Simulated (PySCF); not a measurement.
trigermane (H8Ge3), singlet, at a GFN2-xTB geometry, with bond 8-2 at 2.4 times its length; CASSCF(4,6)/STO-3G run with PySCF.

Input for PySCF:
```python
from pyscf import gto, scf, mcscf
import numpy

mol = gto.Mole()
mol.atom = '''
    Ge    1.893259    0.792085    0.004534
    Ge    0.160905   -0.834437   -0.121001
    Ge   -2.049266    0.016264    0.112605
    H     3.277461    0.229385   -0.115891
    H     1.794342    1.840368   -1.063979
    H     1.884844    1.557135    1.295045
    H     0.403780   -1.914732    0.909086
    H     0.440814   -2.678980   -3.234165
    H    -2.453624    0.920172   -1.014125
    H    -2.227713    0.842960    1.351787
    H    -3.113375   -1.037482    0.179847
'''
mol.basis = 'sto-3g'
mol.charge = 0
mol.spin = 0
mol.verbose = 4
mol.build()

mf = scf.RHF(mol)
mf.kernel()
mc = mcscf.CASSCF(mf, 6, 4)
mc.fix_spin_(ss=0.0)
mc.kernel()
occ = numpy.linalg.eigvalsh(mc.fcisolver.make_rdm1(mc.ci, mc.ncas, mc.nelecas))[::-1]
ss = mc.fcisolver.spin_square(mc.ci, mc.ncas, mc.nelecas)[0]
print('natural occupations', occ.round(4), ' <S^2>', round(ss, 4))
```

Problem. Predict the main parts of the log of this PySCF run.

Solution. 
```
PySCF version 2.14.0

[INPUT] verbose = 4
[INPUT] num. atoms = 11
[INPUT] num. electrons = 104
[INPUT] charge = 0
[INPUT] spin (= nelec alpha-beta = 2S) = 0
[INPUT] symmetry False subgroup None
[INPUT] Mole.unit = angstrom
[INPUT] Symbol           X                Y                Z      unit          X                Y                Z       unit  Magmom
[...]
nuclear repulsion = 747.652574280124
number of shells = 32
number of NR pGTOs = 186
number of NR cGTOs = 62
basis = sto-3g
ecp = {}

******** <class 'pyscf.scf.hf.RHF'> ********
method = RHF
initial guess = minao
damping factor = 0
level_shift factor = 0
DIIS = <class 'pyscf.scf.diis.CDIIS'>
diis_start_cycle = 1
diis_space = 8
diis_damp = 0
SCF conv_tol = 1e-09
SCF conv_tol_grad = None
SCF max_cycles = 50
direct_scf = True
direct_scf_tol = 1e-13
Set gradient conv threshold to 3.16228e-05
Initial guess from minao.
init E= -6151.1996429668
[...]
cycle= 1 E= -6159.14167479958  delta_E= -7.94  |g|= 0.768  |ddm|= 3.68
[...]
cycle= 2 E= -6159.43427279626  delta_E= -0.293  |g|= 0.364  |ddm|= 3.43
[...]
cycle= 3 E= -6159.48693462968  delta_E= -0.0527  |g|= 0.349  |ddm|= 2.86
[...]
cycle= 4 E= -6159.6655828547  delta_E= -0.179  |g|= 0.0348  |ddm|=  1.5
[...]
cycle= 5 E= -6159.66671516513  delta_E= -0.00113  |g|= 0.00884  |ddm|= 0.0905
[...]
cycle= 6 E= -6159.66678726131  delta_E= -7.21e-05  |g|= 0.00306  |ddm|= 0.0262
[...]
cycle= 7 E= -6159.66679316981  delta_E= -5.91e-06  |g|= 0.00164  |ddm|= 0.00495
[...]
cycle= 8 E= -6159.66679538576  delta_E= -2.22e-06  |g|= 0.000387  |ddm|= 0.00384
[...]
cycle= 9 E= -6159.66679549572  delta_E= -1.1e-07  |g|= 0.000129  |ddm|= 0.00074
[...]
cycle= 10 E= -6159.6667955076  delta_E= -1.19e-08  |g|= 4.6e-05  |ddm|= 0.000236
[...]
cycle= 11 E= -6159.66679550927  delta_E= -1.68e-09  |g|= 9.03e-06  |ddm|= 0.000106
[...]
cycle= 12 E= -6159.66679550935  delta_E= -7.91e-11  |g|= 1.54e-07  |ddm|= 2.58e-05
[...]
Extra cycle  E= -6159.66679550935  delta_E= 7.28e-12  |g|= 9.24e-08  |ddm|= 4.64e-07
converged SCF energy = -6159.66679550935

******** <class 'pyscf.mcscf.mc1step.CASSCF'> ********
CAS (2e+2e, 6o), ncore = 50, nvir = 6
max_cycle_macro = 50
max_cycle_micro = 4
conv_tol = 1e-07
conv_tol_grad = None
orbital rotation max_stepsize = 0.02
orbital rotation threshold for CI restart = 0.01
augmented hessian ah_max_cycle = 30
augmented hessian ah_conv_tol = 1e-12
augmented hessian ah_linear dependence = 1e-14
augmented hessian ah_level shift = 1e-08
[...]
CASCI E = -6159.85214863702  S^2 = 0.0000000
[...]
               |grad[o]|=0.00237  |grad[c]|=0.00331  |ddm|=0.00392  |maxRot[o]|=0.048
macro iter   7 ( 12 JK    3 micro), CASSCF E = -6159.86047778440  dE = -4.53351354e-04  S^2 = 0.0000000
               |grad[o]|=0.00229  |grad[c]|=0.00337  |ddm|=0.00497  |maxRot[o]|=0.0812
macro iter   8 ( 20 JK    4 micro), CASSCF E = -6159.86054840402  dE = -7.06196151e-05  S^2 = 0.0000000
               |grad[o]|=0.00188  |grad[c]|=0.00578  |ddm|=0.00497  |maxRot[o]|=0.0878
macro iter   9 ( 21 JK    4 micro), CASSCF E = -6159.86053599870  dE =  1.24053213e-05  S^2 = 0.0000000
               |grad[o]|=0.00197  |grad[c]|=0.0055  |ddm|=0.00329  |maxRot[o]|=0.0207
macro iter  10 ( 21 JK    4 micro), CASSCF E = -6159.86072132478  dE = -1.85326080e-04  S^2 = 0.0000000
               |grad[o]|=0.00203  |grad[c]|=0.00288  |ddm|=0.00272  |maxRot[o]|=0.0398
macro iter  11 ( 11 JK    3 micro), CASSCF E = -6159.86092424354  dE = -2.02918764e-04  S^2 = 0.0000000
               |grad[o]|=0.00161  |grad[c]|=0.00296  |ddm|=0.00269  |maxRot[o]|=0.0644
macro iter  12 ( 17 JK    4 micro), CASSCF E = -6159.86096182067  dE = -3.75771269e-05  S^2 = 0.0000000
               |grad[o]|=0.000888  |grad[c]|=0.00304  |ddm|=0.00154  |maxRot[o]|=0.0402
macro iter  13 (  8 JK    2 micro), CASSCF E = -6159.86100022420  dE = -3.84035375e-05  S^2 = 0.0000000
               |grad[o]|=0.000828  |grad[c]|=0.000698  |ddm|=0.000476  |maxRot[o]|=0.0272
macro iter  14 ( 13 JK    3 micro), CASSCF E = -6159.86101363169  dE = -1.34074890e-05  S^2 = 0.0000000
               |grad[o]|=0.000411  |grad[c]|=0.000508  |ddm|=0.000393  |maxRot[o]|=0.025
macro iter  15 (  6 JK    1 micro), CASSCF E = -6159.86101430306  dE = -6.71362614e-07  S^2 = 0.0000000
               |grad[o]|=9.34e-05  |grad[c]|=0.000268  |ddm|=7.01e-05  |maxRot[o]|=0.00537
macro iter  16 (  1 JK    1 micro), CASSCF E = -6159.86101430368  dE = -6.22094376e-10  S^2 = 0.0000000
               |grad[o]|=2.7e-05  |grad[c]|=2.43e-05  |ddm|=1.95e-05  |maxRot[o]|=    0
1-step CASSCF converged in  16 macro (256 JK  53 micro) steps
CASSCF canonicalization
Density matrix diagonal elements [1.98464677e+00 1.13314325e+00 8.65804974e-01 8.05879637e-03
 6.85833900e-03 1.48786473e-03]
CASSCF energy = -6159.86101430368
CASCI E = -6159.86101430368  E(CI) = -2.94913982106755  S^2 = 0.0000000
natural occupations [1.9848e+00 1.1344e+00 8.6530e-01 1.2900e-02 1.5000e-03 1.1000e-03]  <S^2> 0.0
```
